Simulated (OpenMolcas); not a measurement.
A calculation on Os+.

```yaml
Program: OpenMolcas 26.06
Method: "SS-CASPT2, IPEA 0.25 Eh, imaginary shift 0.1 Eh (closed shells correlated: 5s 5p)"
Basis: ANO-RCC-VTZP [8s7p5d3f2g1h]
Scalar_Hamiltonian: DKH2, point nucleus
Active_space: 7 electrons in 11 orbitals (5d 6s 6d)
State_averaging: 2S+1 = 6 even, 6 roots; 2S+1 = 4 even, 35 roots kept (CI in the orbitals of an earlier block); 2S+1 = 2 even, 14 roots kept (CI in the orbitals of an earlier block)
Spin-orbit_coupling: RASSI with atomic mean-field integrals over the reference wave functions, term energies averaged over their components
```

Which level of the active space comes out lowest?

5d6 6s 6D 9/2, with 92 % of that term; it is also the measured ground level.

How high does 5d6 6s 6D 1/2 lie?

6550 cm-1 above the lowest level; measured 6637 cm-1 above the ground level, so the calculation is off by -1 %.

How high does 5d6 6s 4P 3/2 [66 %] lie?

15680 cm-1 above the lowest level.

How high does 5d6 6s 6D 5/2 [70 %] lie?

4380 cm-1 above the lowest level; measured 3929 cm-1 above the ground level, so the calculation is off by +12 %.

The level at 11780 cm-1 has J = 5/2. What is it made of, and what is its g factor?

32 % 5d5 6s2 6S 5/2, 30 % 5d6 6s 4P, 16 % 5d7 4F; g = 1.579, against 2.002 from Landé's formula for the pure leading term.

Measured values: NIST Handbook of Basic Atomic Spectroscopic Data.

CASPT2 breaks the degeneracy within a term, and the mean is taken; among the terms shown or strongly mixed into the levels shown the widest spread is 220 cm-1 (5d7 4F). Terms from blocks run as CI alone lack orbitals of their own. Active for correlation alone: 6d; no level in the range computed is led by a configuration that fills it, so any true level of that kind is missing. The CASPT2 spread within a term exceeds the gap to the next term for 5d7 4F and 5d6 6s 4P, so the order of their levels is uncertain, and so are names and mixing where such terms share a J. Computed and measured levels are paired by configuration, term and J; levels that our copy of the source lacks, or whose pairing is in doubt (as where it misses far off the trend of its configuration), stay unpaired and out of the deviations. Only configurations of the active space appear.

A share in square brackets marks a mixed level and gives the weight of the term that names it.
